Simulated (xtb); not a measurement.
Job for xtb: GFN1-xTB on CrMo, 2S+1 = 1, a spin state set in the input, which need not be the lowest, a point of a bond scan (R = 1.769 Å).

```
$ xtb mol.xyz --gfn 1 --sp --chrg 0 --uhf 0
2

Cr     0.00000000     0.00000000     0.00000000
Mo     0.00000000     0.00000000     1.76854900
```

Give the final energy of this run.

-3.1985 hartree.
